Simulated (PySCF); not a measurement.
Simulation results for B₂H₄NO, CH₄AlBN, B₂H₄NSi

All values are calculated (PySCF 2.14.0). Calculation on a computer-drawn molecule: the log of a Hartree-Fock and frozen-core CCSD(T) single point meant for a local Hartree-Fock minimum, with one planted fault or none, to be diagnosed. Offsets are logged minus clean, where the clean run is the same molecule without the fault. The reference is restricted for singlets and unrestricted otherwise, and also for a bond in bohr or an excited solution. Adding or removing an electron swaps singlet and doublet. The excited solution moves the top pair (singlet) or top alpha electron (doublet) to the lowest empty orbital. Highest occupied and lowest empty are orbital energies over both spins, largest force is the largest gradient component, triples share is (T) over the correlation energy, the T1 limit is 0.02 restricted and 0.045 unrestricted, electrons count all cores, a negative frequency is imaginary (commonest isotopes), and the dipole is about the centre of nuclear charge.

Common to all runs: logged SCF converged yes; possible faults no fault, one electron removed, one electron added, multiplicity raised by two, geometry at a saddle point, SCF held on an excited solution, minimal basis STO-3G, one bond length entered in bohr, all coordinates scaled.

(1) B₂H₄NO

Logged structure:
```xyz
8
B2H4NO
B     -2.7863    -0.3774     3.3748
N     -2.6316    -0.0491     2.2031
B     -2.4434     0.3639     0.7351
O     -1.1512    -0.2100     0.2460
H     -2.9376    -0.6907     4.4992
H     -2.4337     1.6173     0.6531
H     -3.4080    -0.0660     0.0549
H     -1.0386     0.0481    -0.6514
```

```
meant charge                      : -1
meant multiplicity                : 1
meant basis                       : aug-cc-pVDZ
logged electrons                  : 30
logged basis functions            : 128
logged spin squared               : 0
logged highest occupied           : 0.8108 eV
logged lowest empty               : -3.4561 eV
logged largest force              : 0.19636 hartree/bohr
logged CC converged               : no
logged dipole magnitude           : 2.5334 debye
logged SCF stable within its kind : no
logged energy HF                  : -180.62254 hartree
planted fault                     : SCF held on an excited solution
HF energy offset from clean run   : 292.2 kcal/mol
```

Drawn bonds:
| atom | other atom | order |
| --- | --- | --- |
| 1 | 2 | 2 |
| 2 | 3 | 1 |
| 3 | 4 | 1 |
| 1 | 5 | 1 |
| 3 | 6 | 1 |
| 3 | 7 | 1 |
| 4 | 8 | 1 |

Notes: CCSD not converged; highest electron not bound in this basis.

(2) B₂H₄NO

Structure as in entry 1.

```
meant charge                         : -1
meant multiplicity                   : 1
meant basis                          : aug-cc-pVDZ
logged electrons                     : 30
logged basis functions               : 128
logged spin squared                  : 0
logged highest occupied              : -4.0093 eV
logged lowest empty                  : 3.3505 eV
logged largest force                 : 4.445e-05 hartree/bohr
logged lowest frequency              : 179.16 cm⁻¹
logged T1 diagnostic                 : 0.015791
logged D1 diagnostic                 : 0.03759
logged triples share                 : 0.035641
logged CC converged                  : yes
logged dipole magnitude              : 1.9022 debye
logged SCF stable within its kind    : yes
logged energy HF                     : -181.08819 hartree
logged energy CCSD(T)                : -181.71919 hartree
planted fault                        : no fault
HF energy offset from clean run      : 0 kcal/mol
CCSD(T) energy offset from clean run : 0 kcal/mol
```

Drawn bonds:
| atom | other atom | order |
| --- | --- | --- |
| 1 | 2 | 2 |
| 2 | 3 | 1 |
| 3 | 4 | 1 |
| 1 | 5 | 1 |
| 3 | 6 | 1 |
| 3 | 7 | 1 |
| 4 | 8 | 1 |

(3) CH₄AlBN

Logged structure:
```xyz
8
CH4AlBN
B     -1.3925    -1.6667     1.6234
N     -2.1072    -0.6562     1.6822
C     -2.8797     0.4549     1.7103
Al    -3.1302     1.6148     0.1760
H     -0.7177    -2.6224     1.5706
H     -3.3475     0.6340     2.6801
H     -4.0580     2.8852     0.3371
H     -2.4138     1.2773    -1.1905
```

```
meant charge                         : 0
meant multiplicity                   : 2
meant basis                          : cc-pV(D+d)Z
logged electrons                     : 34
logged basis functions               : 85
logged spin squared                  : 0
logged highest occupied              : -16.084 eV
logged lowest empty                  : -5.8824 eV
logged largest force                 : 0.11093 hartree/bohr
logged T1 diagnostic                 : 0.019581
logged D1 diagnostic                 : 0.065208
logged triples share                 : 0.035766
logged CC converged                  : yes
logged dipole magnitude              : 3.7168 debye
logged SCF stable within its kind    : yes
logged energy HF                     : -360.95886 hartree
logged energy CCSD(T)                : -361.41696 hartree
planted fault                        : one electron removed
HF energy offset from clean run      : 162.1 kcal/mol
CCSD(T) energy offset from clean run : 174 kcal/mol
```

Drawn bonds:
| atom | other atom | order |
| --- | --- | --- |
| 1 | 2 | 2 |
| 2 | 3 | 1 |
| 3 | 4 | 1 |
| 1 | 5 | 1 |
| 3 | 6 | 1 |
| 4 | 7 | 1 |
| 4 | 8 | 1 |

(4) CH₄AlBN

Logged structure:
```xyz
8
CH4AlBN
B     -1.2950    -1.5500     1.5098
N     -1.9597    -0.6103     1.5645
C     -2.6781     0.4230     1.5906
Al    -2.9111     1.5018     0.1637
H     -0.6674    -2.4389     1.4607
H     -3.1132     0.5896     2.4925
H     -3.7739     2.6832     0.3135
H     -2.2449     1.1879    -1.1071
```

```
meant charge                         : 0
meant multiplicity                   : 2
meant basis                          : cc-pV(D+d)Z
logged electrons                     : 35
logged basis functions               : 85
logged spin squared                  : 0.776
logged highest occupied              : -8.2005 eV
logged lowest empty                  : 0.99251 eV
logged largest force                 : 0.11757 hartree/bohr
logged T1 diagnostic                 : 0.016603
logged D1 diagnostic                 : 0.061811
logged triples share                 : 0.030408
logged CC converged                  : yes
logged dipole magnitude              : 1.2148 debye
logged SCF stable within its kind    : yes
logged energy HF                     : -361.16748 hartree
logged energy CCSD(T)                : -361.63246 hartree
planted fault                        : all coordinates scaled, by -7.0 %
HF energy offset from clean run      : 31.17 kcal/mol
CCSD(T) energy offset from clean run : 38.72 kcal/mol
```

Drawn bonds:
| atom | other atom | order |
| --- | --- | --- |
| 1 | 2 | 2 |
| 2 | 3 | 1 |
| 3 | 4 | 1 |
| 1 | 5 | 1 |
| 3 | 6 | 1 |
| 4 | 7 | 1 |
| 4 | 8 | 1 |

(5) CH₄AlBN

Logged structure:
```xyz
8
CH4AlBN
B     -1.3925    -1.6667     1.6234
N     -2.1072    -0.6562     1.6822
C     -2.8797     0.4549     1.7103
Al    -3.3530     2.6468    -1.1890
H     -0.7177    -2.6224     1.5706
H     -3.3475     0.6340     2.6801
H     -4.2809     3.9172    -1.0280
H     -2.6367     2.3093    -2.5555
```

```
meant charge                         : 0
meant multiplicity                   : 2
meant basis                          : cc-pV(D+d)Z
logged electrons                     : 35
logged basis functions               : 85
logged spin squared                  : 1.4082
logged highest occupied              : -7.0328 eV
logged lowest empty                  : 0.92801 eV
logged largest force                 : 0.031372 hartree/bohr
logged T1 diagnostic                 : 0.033721
logged D1 diagnostic                 : 0.13462
logged triples share                 : 0.035187
logged CC converged                  : yes
logged dipole magnitude              : 3.0165 debye
logged SCF stable within its kind    : yes
logged energy HF                     : -361.09999 hartree
logged energy CCSD(T)                : -361.55668 hartree
planted fault                        : one bond length entered in bohr, row 3 of the drawn bonds
HF energy offset from clean run      : 73.52 kcal/mol
CCSD(T) energy offset from clean run : 86.28 kcal/mol
```

Drawn bonds:
| atom | other atom | order |
| --- | --- | --- |
| 1 | 2 | 2 |
| 2 | 3 | 1 |
| 3 | 4 | 1 |
| 1 | 5 | 1 |
| 3 | 6 | 1 |
| 4 | 7 | 1 |
| 4 | 8 | 1 |

(6) B₂H₄NSi

Logged structure:
```xyz
8
B2H4NSi
B     -2.9832    -1.0475     1.4505
N     -2.6754    -0.4397     0.3810
Si    -2.3057     0.3644    -0.9810
B     -0.9386    -0.3625    -2.2938
H     -3.2645    -1.6104     2.4357
H     -3.0100     1.6308    -1.2021
H      0.2035    -0.0583    -2.1545
H     -1.3125    -1.0773    -3.1689
```

```
meant charge                         : 1
meant multiplicity                   : 1
meant basis                          : cc-pV(D+d)Z
logged electrons                     : 34
logged basis functions               : 85
logged spin squared                  : 2.0172
logged highest occupied              : -12.947 eV
logged lowest empty                  : -7.616 eV
logged largest force                 : 0.027752 hartree/bohr
logged T1 diagnostic                 : 0.023424
logged D1 diagnostic                 : 0.10321
logged triples share                 : 0.037255
logged CC converged                  : yes
logged dipole magnitude              : 3.0154 debye
logged SCF stable within its kind    : yes
logged energy HF                     : -394.68846 hartree
logged energy CCSD(T)                : -395.12326 hartree
planted fault                        : multiplicity raised by two
HF energy offset from clean run      : 93.3 kcal/mol
CCSD(T) energy offset from clean run : 92.83 kcal/mol
```

Drawn bonds:
| atom | other atom | order |
| --- | --- | --- |
| 1 | 2 | 2 |
| 2 | 3 | 1 |
| 3 | 4 | 1 |
| 1 | 5 | 1 |
| 3 | 6 | 1 |
| 4 | 7 | 1 |
| 4 | 8 | 1 |
